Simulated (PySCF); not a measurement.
Two-component Hartree-Fock for Tb³⁰⁺ (terbium, charge +30)

Start: [Ar] 3d10 4s2 4p5; 4p1/2 filled at m_j = -1/2, +1/2; 4p3/2 filled at m_j = -1/2, +1/2, +3/2. Calculated with PySCF 2.14 in an even-tempered Gaussian basis (17 s from 2.8 bohr⁻², ratio 2.8; 14 p from 3.6 bohr⁻², ratio 2.8; 8 d from 6.4 bohr⁻², ratio 2.8; 4 f from 19 bohr⁻², ratio 3): generalised Hartree-Fock with the X2C-1e Hamiltonian and a Gaussian nucleus; one run each with spin-orbit coupling (SO) switched off, then screened by Boettger's factors.

```json
{"spinor shell": "1s1/2", "electrons": "2", "ε, spin-free (eV)": "-53369.9", "ε, screened SO (eV)": "-53358.9", "weight of nominal j (screened SO)": "1.000", "rms radius, screened SO (bohr)": "0.0245"}
{"spinor shell": "2s1/2", "electrons": "2", "ε, spin-free (eV)": "-9893.3", "ε, screened SO (eV)": "-9889.5", "weight of nominal j (screened SO)": "1.000", "rms radius, screened SO (bohr)": "0.0989"}
{"spinor shell": "2p1/2", "electrons": "2", "ε, spin-free (eV)": "-8911.3", "ε, screened SO (eV)": "-9438.7", "weight of nominal j (screened SO)": "1.000", "rms radius, screened SO (bohr)": "0.0846"}
{"spinor shell": "2p3/2", "electrons": "4", "ε, spin-free (eV)": "-8911.3", "ε, screened SO (eV)": "-8685.6", "weight of nominal j (screened SO)": "1.000", "rms radius, screened SO (bohr)": "0.0911"}
{"spinor shell": "3s1/2", "electrons": "2", "ε, spin-free (eV)": "-3065.8", "ε, screened SO (eV)": "-3064.2", "weight of nominal j (screened SO)": "1.000", "rms radius, screened SO (bohr)": "0.252"}
{"spinor shell": "3p1/2", "electrons": "2", "ε, spin-free (eV)": "-2755.3", "ε, screened SO (eV)": "-2869.1", "weight of nominal j (screened SO)": "1.000", "rms radius, screened SO (bohr)": "0.243"}
{"spinor shell": "3p3/2", "electrons": "4", "ε, spin-free (eV)": "-2755.3", "ε, screened SO (eV)": "-2705.2", "weight of nominal j (screened SO)": "1.000", "rms radius, screened SO (bohr)": "0.256"}
{"spinor shell": "3d3/2", "electrons": "4", "ε, spin-free (eV)": "-2356.0", "ε, screened SO (eV)": "-2376.2", "weight of nominal j (screened SO)": "1.000", "rms radius, screened SO (bohr)": "0.228"}
{"spinor shell": "3d5/2", "electrons": "6", "ε, spin-free (eV)": "-2356.0", "ε, screened SO (eV)": "-2340.6", "weight of nominal j (screened SO)": "1.000", "rms radius, screened SO (bohr)": "0.232"}
{"spinor shell": "4s1/2", "electrons": "2", "ε, spin-free (eV)": "-1337.9", "ε, screened SO (eV)": "-1337.3", "weight of nominal j (screened SO)": "1.000", "rms radius, screened SO (bohr)": "0.536"}
{"spinor shell": "4p1/2", "electrons": "2", "ε, spin-free (eV)": "-1221.2", "ε, screened SO (eV)": "-1254.2", "weight of nominal j (screened SO)": "0.998", "rms radius, screened SO (bohr)": "0.538"}
{"spinor shell": "4p3/2", "electrons": "3", "ε, spin-free (eV)": "-1221.2", "ε, screened SO (eV)": "-1206.5", "weight of nominal j (screened SO)": "0.999", "rms radius, screened SO (bohr)": "0.562"}
```

| quantity | spin-free | screened SO |
| --- | --- | --- |
| E (hartree) | -11234.89517 | -11243.57791 |
| M_J | 3/2 | 3/2 |
| ⟨J²⟩ | 3.751 | 3.751 |
| ⟨L²⟩ | 2.001 | 2.042 |
| ⟨S²⟩ | 0.750 | 0.791 |

Each row is a mean over spinors that exchange with the open shell spreads, by up to 10.463 eV (4s1/2).

Breit and QED terms are absent; they matter most for the inner s and p1/2 levels.

Densities and radii are taken from the X2C orbitals without a picture-change correction, which distorts them close to the nucleus.

Without spin-orbit coupling the j labels of p, d and f shells carry no meaning; the spin-free column gives the mean over the occupied spinors of each nl shell.
